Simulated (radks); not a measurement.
Species: Te V. Configuration: [Kr] 4d10 5s2.

Method: Dirac Kohn-Sham, PBEsol, spin-unpolarised, spherical densities, finite nucleus; Fermi nuclear charge, rms radius 4.7423 fm; computed with a radial shooting solver on a logarithmic mesh with Libxc functionals.

Energy parts (Ry):
| part | energy |
|---|---|
| total | -13580.67968 |
| kinetic | 14360.85332 |
| electron-nucleus | -32843.09373 |
| Hartree | 5245.29918 |
| exchange-correlation | -343.73845 |

Orbitals (lengths in bohr, moments of r in powers of bohr; <r^-3> diverges for s and p1/2; r(max) is where P^2 peaks):
| orbital | occ. | eigenvalue (Ry) | <1/r> | r(max) | <r^-3> | small-component weight |
|---|---|---|---|---|---|---|
| 1s1/2 | 2 | -2324.976 | 55.55 | 0.01794 | - | 3.66e-02 |
| 2s1/2 | 2 | -359.1750 | 12.94 | 0.1015 | - | 7.80e-03 |
| 2p1/2 | 2 | -336.7882 | 12.92 | 0.07796 | - | 7.83e-03 |
| 2p3/2 | 4 | -316.6281 | 11.96 | 0.08266 | 4904 | 7.44e-03 |
| 3s1/2 | 2 | -74.03496 | 4.600 | 0.2930 | - | 2.29e-03 |
| 3p1/2 | 2 | -64.82438 | 4.511 | 0.2793 | - | 2.23e-03 |
| 3p3/2 | 4 | -61.06686 | 4.273 | 0.2899 | 933.1 | 2.13e-03 |
| 3d3/2 | 4 | -44.79897 | 4.126 | 0.2360 | 148.5 | 2.01e-03 |
| 3d5/2 | 6 | -44.01285 | 4.065 | 0.2390 | 137.8 | 1.98e-03 |
| 4s1/2 | 2 | -15.23815 | 1.838 | 0.7010 | - | 6.45e-04 |
| 4p1/2 | 2 | -12.06834 | 1.726 | 0.7212 | - | 5.84e-04 |
| 4p3/2 | 4 | -11.35010 | 1.649 | 0.7456 | 178.5 | 5.51e-04 |
| 4d3/2 | 4 | -6.27855 | 1.393 | 0.8046 | 21.24 | 4.12e-04 |
| 4d5/2 | 6 | -6.16862 | 1.374 | 0.8134 | 19.51 | 4.04e-04 |
| 5s1/2 | 2 | -3.91736 | 0.7034 | 1.698 | - | 1.33e-04 |
| 5p1/2 | 0 | -3.11924 | 0.6231 | 1.883 | - | 1.08e-04 |
| 5p3/2 | 0 | -3.01596 | 0.6026 | 1.944 | 25.89 | 1.03e-04 |
| 6s1/2 | 0 | -1.70547 | 0.3512 | 3.649 | - | 4.70e-05 |

The highest occupied level is 5s1/2 at -53.298 eV. The density falls to 0.001 e/bohr^3 at r = 3.24 bohr. For comparison, the ionisation energy in NIST's Atomic Spectra Database is 59 eV (measured). In exact Kohn-Sham theory the highest level is minus the ionisation energy, but local and semilocal functionals leave it too shallow, through self-interaction and a potential that decays too fast; potentials with the right tail come closer. The electron density at the nucleus is 2.277e+05 e/bohr^3.
